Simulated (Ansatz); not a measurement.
A nudged elastic band was laid between two geometries of GeH2O + H2 (6 atoms, charge 0, multiplicity 1).

Theory: Ansatz, UKS PBE-D4/def2-mTZVP.

* movable images: 7
* climbing image: yes
* spring: 5.0 eV/Å²
* optimiser: quadratic models (default)
* start path: through a guess of the saddle point
* force threshold: 0.05 eV/Å
* iteration limit: 60
* end points: relaxed

Initial state:

```xyz
6
Properties=species:S:1:pos:R:3
Ge -0.060 0.166 -1.109
O -1.174 -1.047 -0.319
H 1.218 0.920 1.371
H -0.796 1.404 -0.370
H 1.750 0.505 1.033
H -0.938 -1.949 -0.607
```

Final state:

```xyz
6
Properties=species:S:1:pos:R:3
Ge 0.365 0.607 -1.145
O -0.737 -0.788 0.284
H -0.347 -0.534 1.143
H -0.417 1.790 -0.377
H 1.525 0.608 -0.006
H -0.389 -1.683 0.101
```

Problem. Which bonds break or form, and what moves?

Solution. Bonds broken: H3–H5. Bonds formed: Ge1–H5, O2–H3. GeH2O + H2 becomes GeH4O.

Problem. Give the energies along the band, and the barrier.

Solution. The run converged. The highest image is number 5 of 0 to 8, 0.98 eV above the first end and 0.86 eV above the last; the last end lies 0.13 eV above the first. A vibrational analysis at the climbing image gives one clearly imaginary mode, 1156i cm⁻¹: a first-order saddle point. The orbitals stay closed-shell, which can raise the energy where a bond breaks towards radicals; this wasn't checked here.

```csv
image,path coordinate (Å),energy (eV),H3–H5 (Å),Ge1–H5 (Å),O2–H3 (Å)
0,0.00,0.00,0.75,2.82,3.53
1,0.48,0.01,0.75,2.98,3.16
2,0.96,0.03,0.75,2.91,2.69
3,1.44,0.14,0.76,2.57,2.29
4,1.92,0.49,0.78,2.19,1.89
5,2.40,0.98,0.98,1.89,1.39
6,2.85,0.40,1.46,1.71,1.03
7,3.30,0.16,2.03,1.64,0.98
8,3.75,0.13,2.48,1.63,0.98
```

Problem. What is the geometry of the highest image?

Solution. 
```xyz
6
Properties=species:S:1:pos:R:3
Ge 0.244 0.513 -1.052
O -0.751 -0.775 0.202
H 0.407 -0.194 0.710
H -0.570 1.731 -0.392
H 1.169 0.406 0.593
H -0.498 -1.682 -0.061
```

Problem. What are the harmonic wavenumbers there?

Solution. 1156i, 472, 534, 622, 779, 847, 892, 1232, 1599, 1828, 1865, 3678 cm⁻¹.

Run time: 94 s on 2 threads of Arm Neoverse V2, with other jobs on the host, peak memory 0.14 GiB.
